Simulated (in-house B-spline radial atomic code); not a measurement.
Configurations of the tantalum ion Ta⁷⁺, with energies counted from [Kr] 4d10 4f13 5s2 5p5. Level of theory: Dirac-Hartree-Fock, average of configuration, Fermi nucleus of rms radius 5.3507 fm; calculated with an all-electron radial atomic-structure program (B-spline basis). Energies include first-order Breit, QED and recoil terms.

Occupations are held fixed; configurations that lie above the ionisation limit could autoionise.

```
             configuration  E - E(ref) (eV)  highest orbital  its <r> (bohr)
[Kr] 4d10 4f12 5s2 5p5 5d1           44.127            5d5/2           1.464
[Kr] 4d10 4f13 5s2 5p4 5d1           46.795            5d5/2           1.491
[Kr] 4d10 4f13 5s2 5p4 6s1           62.976            6s1/2           2.167
[Kr] 4d10 4f12 5s2 5p5 5g1           104.88            5g7/2           3.348
[Kr] 4d10 4f13 5s2 5p4 5g1            105.5            5g7/2           3.354
[Kr] 4d10 4f12 5s2 5p5 9s1           118.74            9s1/2           7.686
[Kr] 4d10 4f13 5s2 5p4 9s1           119.42            9s1/2           7.718
[Kr] 4d10 4f13 5s2 5p4 9d1           123.96            9d5/2           9.471
```

(1) Order these further configurations by energy, lowest first.
A. [Kr] 4d10 4f13 5s2 5p4 6g1
B. [Kr] 4d9 4f13 5s2 5p5 5g1
C. [Kr] 4d9 4f13 5s2 5p5 9s1
D. [Kr] 4d9 4f13 5s2 5p5 6g1
E. [Kr] 4d10 4f12 5s2 5p5 9d1

(2) How far above the reference does [Kr] 4d10 4f12 5s2 5p5 6g1 lie?

(3) How far above the reference does [Kr] 4d10 4f13 5s2 5p4 8s1 lie?

(4) How far above the reference does [Kr] 4d10 4f14 5s2 5p4 lie?

## Answers

(1) A (116.17 eV), E (123.29 eV), B (318.27 eV), D (328.94 eV), C (332.12 eV).

(2) 115.55 eV; its least bound orbital is 6g7/2 with <r> = 5.357 bohr.

(3) 110.75 eV; its least bound orbital is 8s1/2 with <r> = 5.498 bohr.

(4) 8.5327 eV; its least bound orbital is 5p3/2 with <r> = 1.229 bohr.
